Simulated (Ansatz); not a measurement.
Species: sum formula BHF, charge 1, multiplicity 1. 
Coordinates optimised at B3LYP-D3(BJ)/def2-TZVP (Ansatz, a program for electronic structure):
```
B
F 1 1.2143
H 1 1.1763 2 180.00
```
Charge +1, spin multiplicity 1.

Basis-set convergence of Hartree-Fock and MP2 correlation energies (hartree) with Ansatz. Valence correlation only, unless marked. No spin-orbit coupling. Non-relativistic.

```tsv
basis	functions	E(HF)	E(corr, MP2)
def2-SVPD	51	-124.30692	-0.25394
def2-TZVPPD	94	-124.46292	-0.31866
def2-QZVPPD	162	-124.46928	-0.34602
```

Extrapolating the two largest sets (X = 3 and 4) as X^-3: E(corr) = (64·(-0.34602) - 27·(-0.31866))/37 = -0.3660 Eh, an estimate of the basis-set limit. The largest set recovers 94.5 % of it, the smallest 69.4 %.
